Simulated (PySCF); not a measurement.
H8Si4, SMILES [SiH2]1[SiH2][SiH2][SiH2]1. Coordinates come from a PBE0-D3(BJ)/def2-SVP optimisation.

Computed equilibrium geometry at PBE0-D3(BJ)/def2-SVP (PySCF confirms it by a frequency run) as a Z-matrix, and its point group:
point group D2d.
```
Si
H 1 1.4943
H 1 1.4978 2 109.74
Si 1 2.3606 2 120.08 3 127.54
H 4 1.4943 1 120.08 2 -86.60
H 4 1.4978 5 109.74 1 -127.54
Si 1 2.3606 2 120.08 3 -127.54
H 7 1.4943 1 120.08 2 86.60
H 7 1.4978 8 109.74 1 127.54
Si 7 2.3606 8 120.08 9 127.54
H 10 1.4943 7 120.08 8 -86.60
H 10 1.4978 11 109.74 7 -127.54
```
Charge 0, spin multiplicity 1.
